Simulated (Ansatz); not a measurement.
Consider the silylene loss: `[NH2][Cd][O][SiH3]` → `[NH2][Cd][OH]` + `[SiH2]`.

Calculated with Ansatz (gas phase, PBE0-D4/def2-TZVP geometries, no zero-point term in ΔE). CCSD(T)/CBS is the MP2 limit (def2-TZVPP, def2-QZVPP) plus CCSD(T) − MP2 in def2-TZVPP, frozen cores. This one scheme is used for every species. Functionals use def2-TZVPP. B3LYP here is the variant with VWN-RPA as its local correlation; programs differ in this. def2 core potentials past Kr. For Cd outer-core shells are correlated without core-valence functions, which leaves a few kJ/mol of doubt a bond. Each species was taken in one conformer, which may not be the lowest.

```tsv
level	ΔE (kcal/mol)
B3LYP-D4	81.3
HF/CBS(def2)	84.7
```

(1) What does CCSD(T)/CBS give? (An estimate is asked.)

Largest T1 diagnostic among the species: 0.016.

Results:

(1) The calculation gave: +82.3 kcal/mol. The listed levels differ from it by -1.0, 2.4 kcal/mol.

From r2SCAN to r2SCAN0 (25 % exact exchange), in def2-TZVPP and without D4, ΔE moves by +1.4 kcal/mol. At CCSD(T), def2-SVP lies −2.5 kcal/mol from the extrapolated value and def2-TZVPP −0.5 kcal/mol.
